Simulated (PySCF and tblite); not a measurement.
Values are calculated unless marked as measured or tabulated.
C₅H₄OS, numbered as in [O:1]=[CH:2][c:3]1[cH:4][cH:5][cH:6][s:7]1. The same 2 conformers on PBE0-D3(BJ)/def2-SVP geometries, with only the basis set of the single-point energies changed (functional PBE0, solvent none (gas phase), D3(BJ) where defined; PySCF).

Torsions listed: O1–C2–C3–S7.

```tsv
conformer	shape	symmetry	dipole D
1	0°	Cs	3.87
2	179°	Cs	3.46
```

Energies (kcal/mol) above conformer 1 and its weight at 298.15 K (thermal terms from GFN2-xTB):

```json
{"basis set": "def2-TZVP", "E(2) − E(1)": "1.06", "weight of 1 (%)": "86"}
{"basis set": "6-31G*", "E(2) − E(1)": "1.41", "weight of 1 (%)": "92"}
{"basis set": "def2-SVP", "E(2) − E(1)": "0.92", "weight of 1 (%)": "83"}
{"basis set": "pcseg-1", "E(2) − E(1)": "1.30", "weight of 1 (%)": "90"}
{"basis set": "6-311G**", "E(2) − E(1)": "?", "weight of 1 (%)": "?"}
{"basis set": "def2-SVPD", "E(2) − E(1)": "1.14", "weight of 1 (%)": "88"}
{"basis set": "pcseg-2", "E(2) − E(1)": "1.09", "weight of 1 (%)": "87"}
```

Task: What does 6-311G** give?

Result: E(2) − E(1) = 1.40 kcal/mol, weight of conformer 1 92 %.

Task: How much does the choice of basis set matter?

Result: The widest range is that of E(2) − E(1), which runs from 0.92 (def2-SVP) to 1.41 kcal/mol (6-31G*), a spread of 0.49, against RT = 0.59.
